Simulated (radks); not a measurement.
Species: Cd II. Configuration: [Kr] 4d9.5 5s1 5d0.5 (fractional occupations, a model configuration).

Method: scalar-relativistic Kohn-Sham, LDA (Slater exchange, Perdew-Wang correlation), spin-polarised, spherical densities, finite nucleus; open shells are filled with parallel spins first (spin-orbit coupling, left out, can overturn this in heavy ions); Fermi nuclear charge, rms radius 4.6087 fm; computed with a radial shooting solver on a logarithmic mesh with Libxc functionals.

Energy parts (eV):
| part | energy |
|---|---|
| total | -152078.517 |
| kinetic | 158200.574 |
| electron-nucleus | -367203.558 |
| Hartree | 60972.479 |
| exchange-correlation | -4048.011 |

Orbitals (lengths in bohr, moments of r in powers of bohr; r(90%) holds 90 % of the orbital's charge):
orbital  occ.  eigenvalue (eV)      <r^4>  r(90%)      <r>
1s up       1        -26505.94  4.078e-06  0.0546  0.03043
1s down     1        -26505.91  4.078e-06  0.0546  0.03043
2s up       1        -3948.001  0.0007197   0.204   0.1318
2s down     1        -3947.882  0.0007197   0.204   0.1318
2p up       3        -3546.360  0.0005156   0.187   0.1149
2p down     3        -3546.261  0.0005156   0.187   0.1149
3s up       1        -746.6692    0.03325   0.529   0.3590
3s down     1        -746.5684    0.03323   0.528   0.3590
3p up       3        -614.8929    0.03537   0.538   0.3576
3p down     3        -614.7859    0.03536   0.538   0.3575
3d up       5        -407.9702    0.03324   0.530   0.3350
3d down     5        -407.8417    0.03322   0.529   0.3349
4s up       1        -119.7762      1.146    1.27   0.8774
4s down     1        -119.3474      1.142    1.27   0.8770
4p up       3         -80.8567      1.738    1.41   0.9571
4p down     3         -80.4011      1.726    1.41   0.9561
4d up       5         -25.3146      6.814    1.97    1.249
4d down   4.5         -24.7234      6.580    1.96    1.241
5s up       1         -16.3539      79.76    3.69    2.515
5s down     0         -15.2745      81.91    3.72    2.521
5p up       0          -9.9461      213.5    4.74    3.172
5p down     0          -8.9226      239.0    4.87    3.236
6s up       0          -4.8234       2753    8.94    6.281
6s down     0          -4.3699       3280    9.35    6.547
5d up     0.5          -3.7987       2276    8.62    5.760
5d down     0          -3.2574       3220    9.41    6.259
4f up       0          -1.6025      16530    14.1    9.567
6d up       0          -1.5477      40800    17.6    12.09
4f down     0          -1.4107      25270    15.7    10.68
6d down     0          -1.3980      55940    19.0    13.05

The highest occupied level is 5d up at -3.799 eV. The configuration is held as typed, so some empty levels lie below it. The electron density at the nucleus is 1.63e+05 e/bohr^3 (large components only). The spin density at the nucleus is 31.05 e/bohr^3 (1s 0.10, 2s -0.13, 3s -0.03, 4s -0.28, 5s 31.39). The density falls to 0.001 e/bohr^3 at r = 4.02 bohr. Summed over all electrons, <r^2> = 54.49 bohr^2, which gives a Langevin (diamagnetic) susceptibility term of -43.2 x 10^-6 cm^3/mol.
